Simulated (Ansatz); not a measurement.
Li5Si⁻. Total charge -1; triplet. Geometry PBE-D4/def2-TZVP, that of the neutral doublet.

```xyz
6

Li   -0.782    0.101    1.696
Li    0.584   -2.338    0.063
Li   -0.341    2.285   -0.637
Li    2.266    0.499    0.664
Li   -1.990   -0.508   -1.237
Si    0.264   -0.039   -0.550
```

At PBE-D4/def2-TZVPD, r2SCAN-D4/def2-TZVPD, PBE0-D4/def2-TZVPD the highest occupied level of the charge -1 triplet lies above zero (up to 0.74 eV). By energy differences its removal costs 0.41 eV (vertical, to the charge 0 doublet, at r2SCAN-D4/def2-TZVPD); a positive level beside a positive removal energy at the same level points to self-interaction error. At PBE-D4/def2-TZVPD, r2SCAN-D4/def2-TZVPD the gap within one spin of the charge -1 triplet nearly closes, so an electron or hole may be smeared out by delocalisation error. At PBE0-D4/def2-TZVPD a singlet of charge -1 lies 0.31 eV below the triplet at the same geometry. The structure comes from a short search, and lower isomers may exist.

(1) Estimate the α-spin orbital energies around the gap (eV) in Ansatz with PBE-D4/def2-TZVPD, r2SCAN-D4/def2-TZVPD, PBE0-D4/def2-TZVPD.

## Answers

(1) 
```json
{"orbital": "HOMO−5", "PBE-D4/def2-TZVPD": "-6.21", "r2SCAN-D4/def2-TZVPD": "-6.60", "PBE0-D4/def2-TZVPD": "-7.69"}
{"orbital": "HOMO−4", "PBE-D4/def2-TZVPD": "-1.05", "r2SCAN-D4/def2-TZVPD": "-1.18", "PBE0-D4/def2-TZVPD": "-1.84"}
{"orbital": "HOMO−3", "PBE-D4/def2-TZVPD": "-1.03", "r2SCAN-D4/def2-TZVPD": "-1.16", "PBE0-D4/def2-TZVPD": "-1.72"}
{"orbital": "HOMO−2", "PBE-D4/def2-TZVPD": "-0.70", "r2SCAN-D4/def2-TZVPD": "-0.79", "PBE0-D4/def2-TZVPD": "-1.34"}
{"orbital": "HOMO−1", "PBE-D4/def2-TZVPD": "0.12", "r2SCAN-D4/def2-TZVPD": "0.04", "PBE0-D4/def2-TZVPD": "-0.28"}
{"orbital": "HOMO", "PBE-D4/def2-TZVPD": "0.74", "r2SCAN-D4/def2-TZVPD": "0.74", "PBE0-D4/def2-TZVPD": "0.41"}
{"orbital": "LUMO", "PBE-D4/def2-TZVPD": "0.80", "r2SCAN-D4/def2-TZVPD": "0.84", "PBE0-D4/def2-TZVPD": "1.15"}
{"orbital": "LUMO+1", "PBE-D4/def2-TZVPD": "0.91", "r2SCAN-D4/def2-TZVPD": "0.99", "PBE0-D4/def2-TZVPD": "1.26"}
{"orbital": "LUMO+2", "PBE-D4/def2-TZVPD": "1.08", "r2SCAN-D4/def2-TZVPD": "1.18", "PBE0-D4/def2-TZVPD": "1.47"}
{"orbital": "LUMO+3", "PBE-D4/def2-TZVPD": "1.22", "r2SCAN-D4/def2-TZVPD": "1.27", "PBE0-D4/def2-TZVPD": "1.62"}
{"orbital": "LUMO+4", "PBE-D4/def2-TZVPD": "1.49", "r2SCAN-D4/def2-TZVPD": "1.58", "PBE0-D4/def2-TZVPD": "1.88"}
{"orbital": "LUMO+5", "PBE-D4/def2-TZVPD": "1.53", "r2SCAN-D4/def2-TZVPD": "1.65", "PBE0-D4/def2-TZVPD": "1.94"}
{"orbital": "β HOMO", "PBE-D4/def2-TZVPD": "-0.59", "r2SCAN-D4/def2-TZVPD": "-0.69", "PBE0-D4/def2-TZVPD": "-1.19"}
{"orbital": "β LUMO", "PBE-D4/def2-TZVPD": "0.63", "r2SCAN-D4/def2-TZVPD": "0.80", "PBE0-D4/def2-TZVPD": "1.04"}
```
